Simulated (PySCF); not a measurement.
SMILES [GeH3][CH2]CO, singlet, GFN2-xTB optimised geometry.

```
12

O      2.02     0.16     0.84
C      1.53    -0.86     0.00
C      0.01    -0.86     0.00
Ge    -0.57     1.03     0.00
H      1.78    -0.06     1.75
H      1.94    -1.84     0.29
H      1.90    -0.61    -1.00
H     -0.38    -1.36     0.89
H     -0.38    -1.40    -0.86
H     -2.02     1.13    -0.40
H     -0.46     1.65     1.36
H      0.23     1.84    -0.96
```

Density from PySCF with PBE/def2-TZVP at that geometry.

Minimum of the electron density along straight lines between bonded atoms, close to the bond critical point (lines longer than 1.1 times the sum of covalent radii, or with two minima, are not listed):

```csv
bond,length / Å,ρ at the minimum / e bohr⁻³,∇²ρ there / e bohr⁻⁵,position (fraction from the first atom)
O1–C2,1.411,0.263,-0.58,0.64
C2–C3,1.522,0.248,-0.59,0.50
C3–Ge4,1.981,0.121,0.07,0.53
O1–H5,0.964,0.362,-2.38,0.80
C2–H6,1.099,0.279,-0.95,0.64
C2–H7,1.092,0.285,-1.00,0.65
C3–H8,1.092,0.273,-0.89,0.64
C3–H9,1.089,0.274,-0.91,0.64
Ge4–H10,1.500,0.140,0.09,0.60
Ge4–H11,1.493,0.142,0.08,0.60
Ge4–H12,1.488,0.144,0.08,0.60
```
